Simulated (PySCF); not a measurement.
Molecule: 3-hydroxy-1-fluorobenzene (Oc1cccc(F)c1, C$_{6}$H$_{5}$FO).

Bonds (- single, = double, # triple, : aromatic): O1-C2 1.347 Å, C2:C3 1.400 Å, C3:C4 1.390 Å, C4:C5 1.396 Å, C5:C6 1.388 Å, C6-F7 1.332 Å, C6:C8 1.390 Å, C8:C2 1.398 Å. O1 carries H9; C3 carries H10; C4 carries H11; C5 carries H12; C8 carries H13.

Spin–spin couplings on one PBE0-D3(BJ)/def2-SVP geometry, PySCF 2.14, gas phase, non-relativistic, equivalent pairs averaged (spin–dipole term only in couplings to heteroatoms); isotopes $^{13}$C, $^{19}$F; functional B3LYP.

Reference values (Hz): $^{1}J$(C6,F7) = 244.5 (measured; liquid or solution; F. J. Weigert, PhD thesis, Caltech 1968 (Carbon-13 magnetic resonance spectroscopy)); $^{2}J$(C8,F7) = 24.8 (measured; liquid or solution; F. J. Weigert, PhD thesis, Caltech 1968 (Carbon-13 magnetic resonance spectroscopy)); $^{3}J$(C2,F7) = 11.3 (measured; liquid or solution; F. J. Weigert, PhD thesis, Caltech 1968 (Carbon-13 magnetic resonance spectroscopy)); $^{3}J$(C4,F7) = 10.2 (measured; liquid or solution; F. J. Weigert, PhD thesis, Caltech 1968 (Carbon-13 magnetic resonance spectroscopy)); $^{2}J$(C5,F7) = 21.2 (measured; liquid or solution; F. J. Weigert, PhD thesis, Caltech 1968 (Carbon-13 magnetic resonance spectroscopy)).

Q: How do the couplings (Hz) change with the basis set? Times are CPU seconds on shared hosts with different chips, so compare them loosely. Far from the basis limit: pcJ-0, 6-31G*, def2-TZVP, cc-pVTZ.

A: 
| basis set | functions | $^{1}J$(C6,F7) | $^{2}J$(C8,F7) | $^{3}J$(C2,F7) | $^{3}J$(C4,F7) | $^{2}J$(C5,F7) | mean abs. error | core-s |
| --- | --- | --- | --- | --- | --- | --- | --- | --- |
| pcJ-0 | 119 | -386.0 | -4.2 | -3.6 | -1.4 | -5.8 | 38.8 | 11 |
| 6-31G* | 122 | -191.7 | 19.5 | 4.3 | 4.9 | 17.5 | 14.8 | 13 |
| pcJ-1 | 266 | -315.0 | 21.8 | 6.5 | 7.4 | 18.6 | 16.8 | 71 |
| def2-TZVP | 278 | -344.5 | 22.5 | 7.2 | 8.1 | 19.1 | 22.1 | 43 |
| cc-pVTZ | 310 | -316.5 | 13.8 | 6.0 | 7.0 | 11.1 | 20.3 | 53 |

Errors compare magnitudes, without vibrational corrections, and the largest couplings weigh most in the mean. Closest: 6-31G*; furthest: pcJ-0.

The Fermi-contact term samples the wavefunction at the nucleus, which is why sets with added tight s functions (names with J) are made for couplings. Agreement of an ordinary basis with the reference is then largely a cancellation of errors.
